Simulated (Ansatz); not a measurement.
Reaction (redistribution): `C[SiH2]B(F)Cl` + `N[CH2][GeH3]` → `C[SiH2]B(N)F` + `Cl[CH2][GeH3]`

Calculated with Ansatz (gas phase, PBE0-D4/def2-TZVP geometries, no zero-point term in ΔE). CCSD(T)/CBS is the MP2 limit (def2-TZVPP, def2-QZVPP) plus CCSD(T) − MP2 in def2-TZVPP, frozen cores. For Ge outer-core shells are correlated without core-valence functions, which leaves a few kJ/mol of doubt a bond. Scalar relativity is left out up to krypton. Each species was taken in one conformer, which may not be the lowest.

```csv
species,CCSD(T)/CBS(def2) energy (Eh)
`C[SiH2]B(F)Cl`,-914.60468
`N[CH2][GeH3]`,-2173.05667
`C[SiH2]B(N)F`,-510.74426
`Cl[CH2][GeH3]`,-2576.93687
```

(1) Work out ΔE.

Largest T1 diagnostic among the species: 0.013.

## Answers

(1) ΔE = (-510.74426) + (-2576.93687) − (-914.60468) − (-2173.05667) = -0.01978 Eh = -0.54 eV.

In def2-TZVPP, CCSD(T) changes the Hartree–Fock value by +0.04 eV (the triples alone add +0.01 eV) and MP2 by +0.04 eV.
